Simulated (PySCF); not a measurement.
Mg(H)(SeH) (H₂MgSe), SMILES [MgH][SeH].

Geometry optimised at PBE-D3(BJ)/def2-TZVP.

Computed with PySCF with PBE0/def2-TZVPD.

Symmetry labels are those of the subgroup Cs that the program uses (full group Cs).

Q: List the valence orbital energies around the gap with their symmetry. (The exact figures need the calculation; the answer reports its results.)

A: 
| orbital | symmetry | energy (eV) |
|---|---|---|
| HOMO−7 | A' | -51.77 |
| HOMO−6 | A" | -51.75 |
| HOMO−5 | A' | -51.57 |
| HOMO−4 | A' | -18.69 |
| HOMO−3 | A' | -10.42 |
| HOMO−2 | A' | -8.67 |
| HOMO−1 | A' | -7.54 |
| HOMO | A" | -6.79 |
| LUMO | A' | -1.03 |
| LUMO+1 | A' | -0.80 |
| LUMO+2 | A" | -0.56 |
| LUMO+3 | A' | 0.31 |
